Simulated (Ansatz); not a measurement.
Consider the redistribution: `[OH][Sn]([OH])([F])[Br]` + `C[SiH2][SiH](O)F` → `[CH3][Sn]([OH])([OH])[F]` + `O[SiH](F)[SiH2]Br`.

Isolated molecules relaxed with PBE0-D4/def2-TZVP in Ansatz; ΔE leaves out vibrations. CBS: MP2 limit from def2 TZ/QZ plus the TZ coupled-cluster correction, frozen cores. DFT in def2-TZVPP. def2 core potentials past Kr. For Br, Sn outer-core shells are correlated without core-valence functions, which leaves a few kJ/mol of doubt a bond. Scalar relativity is left out up to krypton. Each species was taken in one conformer, which may not be the lowest.

```csv
species,CAM-B3LYP-D4 energy (Eh)
`[OH][Sn]([OH])([F])[Br]`,-3040.23757
`C[SiH2][SiH](O)F`,-796.56182
`[CH3][Sn]([OH])([OH])[F]`,-505.82250
`O[SiH](F)[SiH2]Br`,-3330.97803
```

(1) Work out ΔE.

Largest T1 diagnostic among the species: 0.014.

Results:

(1) ΔE = (-505.82250) + (-3330.97803) − (-3040.23757) − (-796.56182) = -0.00114 Eh = -0.03 eV. CCSD(T)/CBS gives -0.07 eV.

Leaving LDA and LC-ωPBE aside and taking each functional with its dispersion term where it has one, the values, not all of them listed here, spread over 0.10 eV, from PBE-QIDH to B97M-V. LDA lies −0.05 eV from PBE without D4. In def2-TZVPP, CCSD(T) changes the Hartree–Fock value by −0.13 eV (the triples alone add −0.01 eV) and MP2 by −0.16 eV.
